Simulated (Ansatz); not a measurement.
Nudged elastic band run: AlClFGeH₃

The input (input.yaml):

```yaml
crystal:
  periodic: [false, false, false]
  atoms:
    - { symbol: F, position_ang: [1.687671, -0.559751, 1.935355] }
    - { symbol: Al, position_ang: [0.680541, -0.952577, 0.675104] }
    - { symbol: Cl, position_ang: [0.529698, -2.992955, 0.227464] }
    - { symbol: Ge, position_ang: [-0.511148, 0.805736, -0.524177] }
    - { symbol: H, position_ang: [0.474866, 1.821489, -1.117651] }
    - { symbol: H, position_ang: [-1.441264, 1.573881, 0.425282] }
    - { symbol: H, position_ang: [-1.359064, 0.236177, -1.667077] }
basis:
  gaussian: { orbitals: def2-SVP }
hamiltonian:
  xc: r2scanh
neb:
  order_check: false
  images: 5
  f_tol: 0.2
  max_iterations: 44
  final_atoms:
    - { symbol: F, position_ang: [1.69537782, -0.57806339, 1.95801813] }
    - { symbol: Al, position_ang: [0.69074572, -0.93906435, 0.68659697] }
    - { symbol: Cl, position_ang: [0.5023741, -2.97110582, 0.21397042] }
    - { symbol: Ge, position_ang: [-0.49573206, 0.81436169, -0.52617693] }
    - { symbol: H, position_ang: [0.22934588, 2.16232542, -0.43193102] }
    - { symbol: H, position_ang: [-0.65740521, 0.44646657, -2.00617667] }
    - { symbol: H, position_ang: [-1.90340625, 0.99707987, 0.0599991] }
  initial_path:
    images:
      - { positions_ang: [[1.687671, -0.559751, 1.935355], [0.680541, -0.952577, 0.675104], [0.529698, -2.992955, 0.227464], [-0.511148, 0.805736, -0.524177], [0.474866, 1.821489, -1.117651], [-1.441264, 1.573881, 0.425282], [-1.359064, 0.236177, -1.667077]] }
      - { positions_ang: [[1.61609168, -0.55506327, 1.96657756], [0.63369438, -0.90826901, 0.60884837], [0.46926862, -2.95438258, 0.04669493], [-0.47367783, 0.88365222, -0.59734326], [0.5262408, 1.89505219, -1.13551835], [-1.46880216, 1.63153439, 0.33273613], [-1.24151549, -0.06052393, -1.26769538]] }
      - { positions_ang: [[1.54451236, -0.55037554, 1.99780012], [0.58684775, -0.86396103, 0.54259273], [0.40883923, -2.91581017, -0.13407414], [-0.43620766, 0.96156844, -0.67050951], [0.5776156, 1.96861538, -1.1533857], [-1.49634031, 1.68918778, 0.24019026], [-1.12396697, -0.35722486, -0.86831375]] }
      - { positions_ang: [[1.47293305, -0.54568781, 2.02902267], [0.54000113, -0.81965304, 0.4763371], [0.34840985, -2.87723775, -0.31484322], [-0.39873749, 1.03948465, -0.74367577], [0.6289904, 2.04217857, -1.17125304], [-1.52387847, 1.74684117, 0.14764438], [-1.00641846, -0.65392578, -0.46893213]] }
      - { positions_ang: [[1.5470813, -0.55647967, 2.00535449], [0.59024932, -0.85945681, 0.54642372], [0.39973126, -2.90852711, -0.13857201], [-0.43106901, 0.96444367, -0.67117615], [0.49577556, 2.08222752, -0.92481237], [-1.23505405, 1.31338297, -0.57029597], [-1.30541439, -0.10359057, -0.29262172]] }
      - { positions_ang: [[1.62122956, -0.56727153, 1.98168631], [0.64049752, -0.89926058, 0.61651035], [0.45105268, -2.93981647, 0.03769921], [-0.46340054, 0.88940268, -0.59867654], [0.36256072, 2.12227647, -0.67837169], [-0.94622963, 0.87992477, -1.28823632], [-1.60441032, 0.44674465, -0.11631131]] }
      - { positions_ang: [[1.69537782, -0.57806339, 1.95801813], [0.69074572, -0.93906435, 0.68659697], [0.5023741, -2.97110582, 0.21397042], [-0.49573206, 0.81436169, -0.52617693], [0.22934588, 2.16232542, -0.43193102], [-0.65740521, 0.44646657, -2.00617667], [-1.90340625, 0.99707987, 0.0599991]] }
```

Command:

```bash
$ ansatz run input.yaml --threads 2 --pin off --max-ram 3072MiB --backend cpu --events-out ev --progress --plain --runs-dir out
```

Output, in part (warnings, iteration lines, the closing report on the highest movable image, with atoms numbered from 0):

```
NEB end point (image 0): max|allowed force component| = 1.107e-2 eV/Å (the criterion of neb.relax_end_points is 4.000e-2)
NEB end point (image 6): max|allowed force component| = 1.454e-2 eV/Å (the criterion of neb.relax_end_points is 4.000e-2)
NEB iter   1: max|band force component| = 5.208e1 eV/Å  barrier→ = 16.2472 eV  barrier← = 16.2480 eV  Δτ_max = 0.2000 Å  (181 SCF iters)
NEB iter   2: max|band force component| = 1.158e1 eV/Å  barrier→ = 6.4565 eV  barrier← = 6.4573 eV  Δτ_max = 0.2000 Å  (150 SCF iters)
NEB iter   3: max|band force component| = 6.996e0 eV/Å  barrier→ = 5.6025 eV  barrier← = 5.6033 eV  Δτ_max = 0.1980 Å  (139 SCF iters)
NEB iter   4: max|band force component| = 3.037e0 eV/Å  barrier→ = 5.0462 eV  barrier← = 5.0470 eV  Δτ_max = 0.1969 Å  (140 SCF iters)
NEB iter   5: max|band force component| = 2.409e0 eV/Å  barrier→ = 5.4519 eV  barrier← = 5.4527 eV  Δτ_max = 0.2000 Å  (158 SCF iters)
NEB iter   6: max|band force component| = 1.168e0 eV/Å  barrier→ = 4.1650 eV  barrier← = 4.1658 eV  Δτ_max = 0.2000 Å  (149 SCF iters)
NEB iter   7: max|band force component| = 1.617e0 eV/Å  barrier→ = 4.0430 eV  barrier← = 4.0438 eV  Δτ_max = 0.1019 Å  (142 SCF iters)
NEB iter   8: max|band force component| = 1.584e0 eV/Å  barrier→ = 3.6285 eV  barrier← = 3.6293 eV  Δτ_max = 0.0995 Å  (139 SCF iters)
NEB iter   9: max|band force component| = 1.856e0 eV/Å  barrier→ = 3.2227 eV  barrier← = 3.2235 eV  Δτ_max = 0.1003 Å  (140 SCF iters)
NEB iter  10: max|band force component| = 2.367e0 eV/Å  barrier→ = 2.7924 eV  barrier← = 2.7932 eV  Δτ_max = 0.1008 Å  (139 SCF iters)
NEB iter  11: max|band force component| = 2.164e0 eV/Å  barrier→ = 2.4075 eV  barrier← = 2.4083 eV  Δτ_max = 0.1018 Å  (137 SCF iters)
NEB iter  12: max|band force component| = 2.250e0 eV/Å  barrier→ = 2.2678 eV  barrier← = 2.2686 eV  Δτ_max = 0.0504 Å  (138 SCF iters)
NEB iter  13: max|band force component| = 1.411e0 eV/Å  barrier→ = 2.1165 eV  barrier← = 2.1173 eV  Δτ_max = 0.0504 Å  (135 SCF iters)
NEB iter  14: max|band force component| = 9.499e-1 eV/Å  barrier→ = 1.9973 eV  barrier← = 1.9981 eV  Δτ_max = 0.0507 Å  (135 SCF iters)
NEB iter  15: max|band force component| = 5.652e-1 eV/Å  barrier→ = 1.8997 eV  barrier← = 1.9005 eV  Δτ_max = 0.0502 Å  (132 SCF iters)
NEB iter  16: max|band force component| = 3.536e-1 eV/Å  barrier→ = 1.8261 eV  barrier← = 1.8269 eV  CI = image 4  Δτ_max = 0.0498 Å  (135 SCF iters)
NEB iter  17: max|band force component| = 3.312e-1 eV/Å  barrier→ = 1.8258 eV  barrier← = 1.8266 eV  CI = image 4  Δτ_max = 0.0502 Å  (140 SCF iters)
NEB iter  18: max|band force component| = 2.699e-1 eV/Å  barrier→ = 1.8065 eV  barrier← = 1.8073 eV  CI = image 4  Δτ_max = 0.1011 Å  (136 SCF iters)
NEB iter  19: max|band force component| = 2.864e-1 eV/Å  barrier→ = 1.7778 eV  barrier← = 1.7786 eV  CI = image 4  Δτ_max = 0.1009 Å  (139 SCF iters)
NEB iter  20: max|band force component| = 2.127e-1 eV/Å  barrier→ = 1.7612 eV  barrier← = 1.7620 eV  CI = image 4  Δτ_max = 0.0502 Å  (139 SCF iters)
NEB iter  21: max|band force component| = 1.745e-1 eV/Å  barrier→ = 1.7557 eV  barrier← = 1.7565 eV  CI = image 4  Δτ_max = 0.0000 Å  (268 SCF iters)
Total energy: -78387.38355266 eV, -2880.6832126834 hartree
Atom 0 at     2.080135    -0.724361     1.639135 Å, force     0.175440     0.009049     0.121375 eV/Å
Atom 1 at     0.728110    -0.793525     0.678025 Å, force    -0.126537     0.067532    -0.052139 eV/Å
Atom 2 at     0.316162    -2.709489    -0.098660 Å, force    -0.044296    -0.021605    -0.062442 eV/Å
Atom 3 at    -0.623171     1.329145     0.521675 Å, force     0.050350     0.004391    -0.067710 eV/Å
Atom 4 at     0.407040     1.755675    -0.623162 Å, force    -0.051220    -0.023363     0.049837 eV/Å
Atom 5 at    -1.207757     0.764123    -1.324180 Å, force     0.014886    -0.074166     0.049004 eV/Å
Atom 6 at    -1.639220     0.310432    -0.838533 Å, force    -0.018624     0.038160    -0.037925 eV/Å
Dipole moment:    -0.403078     0.324810    -0.296861 e Å
```

The forces met the threshold. The threshold of 0.2 eV/Å is loose, so the images may lie well off the minimum-energy path. Neighbouring images differ by up to 1.4 eV, so the band resolves the path poorly. The order of the stationary point at the top wasn't checked.

Final band:

```
image  path coordinate (Å)  energy (kJ/mol)
    0                 0.00              0.0
    1                 1.06              7.7
    2                 2.12            105.5
    3                 3.19            160.2
    4                 4.25            169.4
    5                 5.38            137.3
    6                 6.52             -0.1
```

The run took 7.8 min on 2 threads of Arm Neoverse V1, with other jobs on the host, peak memory 0.24 GiB.
